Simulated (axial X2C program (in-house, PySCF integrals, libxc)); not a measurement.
Bond lengths and stretching modes, held linear, of BrSeBr⁻

Calculated with an in-house all-electron X2C program for linear molecules (integrals from PySCF): two-component X2C with atomic mean-field Coulomb and Gaunt terms, Gaussian nuclei, basis Br dyall-av3z, Se dyall-v3z with contracted cores. Spin-free rows use the one-electron spin-free X2C Hamiltonian.

Masses Br 78.918, Se 79.917, Br 78.918 u. States: 2c Ω = 3/2 (beyond evenly filled blocks: ω = 3/2); spin-free M_S = 1/2, Λ = 1 (beyond evenly filled blocks: π+α, π+β, π-α).

PBE0, spin-free: energies above the lowest point

```tsv
r(Br–Se) (Å)	r(Se–Br) (Å)	E (meV)
2.4970	2.4970	29.83
2.4970	2.5610	9.70
2.4970	2.6250	12.50
2.5610	2.4970	9.70
2.5610	2.5610	0.00
2.5610	2.6250	12.42
2.5610	2.6890	41.58
2.6250	2.4970	12.50
2.6250	2.5610	12.42
2.6250	2.6250	33.73
2.6890	2.5610	41.58
2.6890	2.6890	116.00
```

Question: Fit a quadratic surface with cubic terms in each bond: where is the minimum, and what are the two stretching wavenumbers?

Answer: At PBE0, spin-free: bonds 2.557 and 2.557 Å; harmonic stretches 161.1 and 180.9 cm⁻¹; force constants 0.859, 0.859 and coupling 0.35 mdyn/Å.

The other levels and Hamiltonians give:

```csv
Hamiltonian,level,r(Br–Se) (Å),r(Se–Br) (Å),lower stretch (cm⁻¹),upper stretch (cm⁻¹)
2c,PBE0,2.558,2.558,160.7,180.8
2c,HF,2.615,2.615,96.3,161.6
2c,TPSSh,2.575,2.575,157.7,179.0
2c,MP2,2.563,2.563,163.6,178.2
spin-free,HF,2.613,2.613,95.7,162.4
spin-free,TPSSh,2.574,2.574,158.1,179.2
spin-free,MP2,2.562,2.562,163.6,178.2
```

Each state is one determinant, the lowest of a limited PBE0 search; the stretches come from a fit to these few points and carry an uncertainty of a few per cent. Other orders of the atoms were not compared. The levels spread by more than a fifth, so the stretches depend strongly on the method. MP2 freezes inner shells (threshold -2 hartree). For an anion the highest level of a functional can be positive, and the basis then holds the extra electron. The molecule was held linear; bending was not examined, so a bent shape may lie lower. Note: functional without a current term on a determinant with orbital currents, of the molecule or an atom.
